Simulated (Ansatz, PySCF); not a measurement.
Complex: C2H2 (SMILES C#C) (first 4 atoms) with N2 (SMILES N#N); geometry from B3LYP-D3(BJ)/def2-TZVP, rigid monomers moved along the line of their centres of mass till H4···N6 is 2.99 Å.
(charge 0, multiplicity 1):
```xyz
6

C     -0.437     0.428    -1.031
C     -0.041     0.040     0.030
H     -0.790     0.773    -1.972
H      0.309    -0.302     0.974
N      0.502    -0.493     5.024
N      0.576    -0.564     3.938
```

Counterpoise-corrected where a basis set is named; no monomer relaxation.

Frozen-core correlation. CBS(a, b) extrapolates the correlation energy as X⁻³ and adds the Hartree–Fock energy of set b.

Run with Ansatz (Gaussian orbitals); PySCF for the dispersion terms. Each number belongs to the level named beside it.

PBE/def2-TZVPPD gives -0.53 kcal/mol for the interaction energy.

Problem. How do the other levels lie against it? Give each less PBE: PBE-D3(BJ)/def2-TZVPPD, r2SCAN/def2-TZVPPD, PBE0/def2-TZVPPD, wB97M-V/def2-TZVPPD, MP2/CBS(aug-cc-pVDZ, aug-cc-pVTZ), CCSD(T)/CBS(aug-cc-pVDZ, aug-cc-pVTZ).

Solution. PBE-D3(BJ)/def2-TZVPPD -0.24; r2SCAN/def2-TZVPPD 0.19; PBE0/def2-TZVPPD 0.06; wB97M-V/def2-TZVPPD -0.01; MP2/CBS(aug-cc-pVDZ, aug-cc-pVTZ) -0.15; CCSD(T)/CBS(aug-cc-pVDZ, aug-cc-pVTZ) -0.10 kcal/mol. 2 of 6 lie above PBE; the widest gap is to PBE-D3(BJ)/def2-TZVPPD.

Ansatz is a program for electronic structure.
